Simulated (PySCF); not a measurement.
# Working out the ionisation energy of Mo

Mo [Kr] 4d5 5s1 (7S) → Mo⁺ [Kr] 4d5 (6S). Computed with PySCF 2.14 in aug-cc-pVDZ-PP with ECP28MDF (5s5p4d2f, 54 functions), with scalar relativity through the core potential. Frozen: 4s2 4p6. Energies in hartree (1 hartree = 27.21139 eV):

```json
{"part": "UHF", "Mo (lower)": "-67.344195", "Mo⁺ (upper)": "-67.114292"}
{"part": "MP2 opposite-spin", "Mo (lower)": "0.000000", "Mo⁺ (upper)": "0.000000"}
{"part": "MP2 same-spin", "Mo (lower)": "-0.065320", "Mo⁺ (upper)": "-0.045751"}
```

Question: What does Hartree-Fock give?

Answer: (-67.114292) − (-67.344195) = 0.229903 hartree = 6.256 eV.

Question: What do MP2 and SCS-MP2 (6/5 opposite-spin, 1/3 same-spin) give?

Answer: The opposite-spin parts differ by 0.000 eV and the same-spin parts by 0.532 eV. MP2: 6.256 + (0.000) + (0.532) = 6.788 eV. SCS-MP2: 6.256 + 1.2 × (0.000) + (0.532)/3 = 6.433 eV.

Measured between the centres of the two terms (NIST): 7.092 eV, so MP2 (valence) is off by -0.304 eV.

A double-zeta basis recovers only part of the correlation energy.

What remains against the reference includes basis incompleteness, the frozen core and correlation beyond second order.
